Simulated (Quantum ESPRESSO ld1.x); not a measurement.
Values are calculated unless marked as measured or tabulated.
The nuclear charge of the rhenium ion Re2+ is varied continuously with 73 electrons held in [Xe] 4f14 5d5. Code: ld1.x of Quantum ESPRESSO 7.5. Model: Dirac Kohn-Sham, relativistic LDA (MacDonald-Vosko exchange, VWN5 correlation), spin-unpolarised, spherical densities, point nucleus; open shells fill j = l - 1/2 first. By the Hellmann-Feynman theorem dE/dZ = E(electron-nucleus)/Z, the electronic potential at the nucleus.

Z      E (hartree)  E(electron-nucleus)/Z (hartree)   HOMO  e(HOMO) (eV)  <r> HOMO (bohr)
74       -16125.10                         -543.909  5d5/2        -9.934            2.096
74.25    -16261.43                         -546.777  5d5/2       -12.480            2.011
74.5     -16398.49                         -549.647  5d5/2       -15.197            1.937
74.75    -16536.26                         -552.521  5d5/2       -18.073            1.872
75       -16674.75                         -555.399  5d5/2       -21.097            1.815
75.25    -16813.96                         -558.282  5d5/2       -24.260            1.763
75.5     -16953.89                         -561.168  5d5/2       -27.556            1.716
75.75    -17094.54                         -564.060  5d5/2       -30.979            1.673
76       -17235.92                         -566.957  5d5/2       -34.522            1.634

The central difference of E at Z = 75 is -555.400 hartree, to compare with the third column; the second derivative is -11.5 hartree.
